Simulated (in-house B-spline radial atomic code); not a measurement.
Ionising the krypton ion Kr³⁺ with different functionals

Computed with an all-electron radial atomic-structure program (B-spline basis): non-relativistic Hamiltonian, point nucleus, spin-polarised at highest spin, spherical fractional occupations for the functionals, and exact exchange of hybrids averaged over the configuration. The ionisation energy is the difference of two self-consistent energies, [Ar] 3d10 4s2 4p3 → [Ar] 3d10 4s2 4p2, without Breit or QED terms; ε is the level of the shell that loses the electron (its least bound occupied spin orbital). There is no spin-orbit coupling in this Hamiltonian.

| method | rung | ΔSCF (eV) | -ε(4p) (eV) |
| --- | --- | --- | --- |
| PBE0 | global hybrid | 51.12 | 46.46 |
| B3LYP | global hybrid | 50.98 | 45.93 |
| TPSSh | global hybrid | 51.22 | 45.57 |
| M06-2X | global hybrid | ? | ? |
| BHandHLYP | global hybrid | 50.95 | 47.94 |
| r2SCAN0 | global hybrid | 51.53 | 46.92 |
| B97-1 | global hybrid | 50.98 | 46.04 |
| HSE06 | range-separated hybrid | 51.07 | 45.99 |
| wB97X | range-separated hybrid | ? | ? |
| CAM-B3LYP | range-separated hybrid | 50.97 | 47.76 |
| LC-wPBE | range-separated hybrid | 51.11 | 49.46 |

What does M06-2X give?

ΔSCF 50.77 eV, and -ε(4p) = 47.84 eV.

What does wB97X give?

ΔSCF 50.83 eV, and -ε(4p) = 48.86 eV.

Among the functionals, which spreads more, the ΔSCF values or the orbital energies?

The orbital energies: ΔSCF values span about 0.77 eV and the orbital energies 3.89 eV; here energy differences depend much less on the functional than eigenvalues do.

How do they compare with the NIST value?

NIST lists 50.9 eV ± 0.11 (measured, ground level to ground level). Errors run from -0.08 to +0.68 eV; wB97X is closest (-0.02 eV), though others lie within the uncertainty of it, and part of that can be cancellation, since the calculations leave out relativity, Breit-QED terms, multiplet and fine-structure energies.
